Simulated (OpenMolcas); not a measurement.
## Ag2+: moving or changing the point charges

Ag2+ among 6 point charges of -1 e arranged as an octahedron (Oh), 1.83 Å from the ion.

- Program: OpenMolcas
- Method: SS-CASPT2, IPEA 0.25 Eh, imaginary shift 0.1 Eh (closed shells correlated: 4s 4p)
- Basis: ANO-RCC-VTZP [7s6p4d2f1g]
- Scalar Hamiltonian: DKH2, point nucleus
- Active space: 9 electrons in 5 orbitals (4d)
- State averaging: 2S+1 = 2 even, 5 roots
- Spin-orbit coupling: RASSI with atomic mean-field integrals over the reference wave functions

Runs around this geometry, states (labels of O, the rotations of Oh). Energies in cm-1 above the lowest state or level, χT in cm3 K/mol; 10Dq is the gap between the two states.

```json
{"R (Å)": "1.83", "q (e)": "-0.8", "Ground state": "2E", "First state of that spin": "2T2 4740", "10Dq": "4738", "First gap with spin-orbit (degeneracies)": "3740 (4, 2)", "χT at 300 K": "0.886"}
{"R (Å)": "1.69", "q (e)": "-1", "Ground state": "2E", "First state of that spin": "2T2 8450", "10Dq": "8455", "First gap with spin-orbit (degeneracies)": "7210 (4, 2)", "χT at 300 K": "0.712"}
{"R (Å)": "1.83", "q (e)": "-1", "Ground state": "2E", "First state of that spin": "2T2 5950", "10Dq": "5948", "First gap with spin-orbit (degeneracies)": "4840 (4, 2)", "χT at 300 K": "0.816"}
{"R (Å)": "1.96", "q (e)": "-1", "Ground state": "2E", "First state of that spin": "2T2 4360", "10Dq": "4362", "First gap with spin-orbit (degeneracies)": "3400 (4, 2)", "χT at 300 K": "0.912"}
```

Taking |10Dq| as R^-n, n = -ln(4362 / 8455) / ln(1.96 / 1.69) = 4.5 between the shortest and longest distance. The point-charge formula for a cubic d site gives n = 5.

Scaling the charges by -0.8 / -1 = 0.80 scales |10Dq| by 4738 / 5948 = 0.80; with fixed orbitals a first-order splitting would follow the charge.

Roots that are degenerate in the reference are averaged as groups; the widest CASPT2 spread within a group is 87 cm-1 (the 3-fold group of multiplicity 2 near 8450 cm-1 above the lowest state of its run, R = 1.69, q = -1). Shifts and gaps below about the spread of the groups concerned are not significant. An orbital doublet at a regular site is open to a Jahn-Teller distortion, which this geometry leaves out. Free-ion shares, where given, are those of the reference states; single-state CASPT2 does not remix them. The ground term spreads over less than 5000 cm-1, several times less than with real ligands, so orbital moments are less quenched and χT lies further from the spin-only value than at real sites (holds for R = 1.83, q = -0.8; R = 1.96, q = -1). This is an electrostatic model: the charges have no orbitals. No measured value stands beside these numbers.
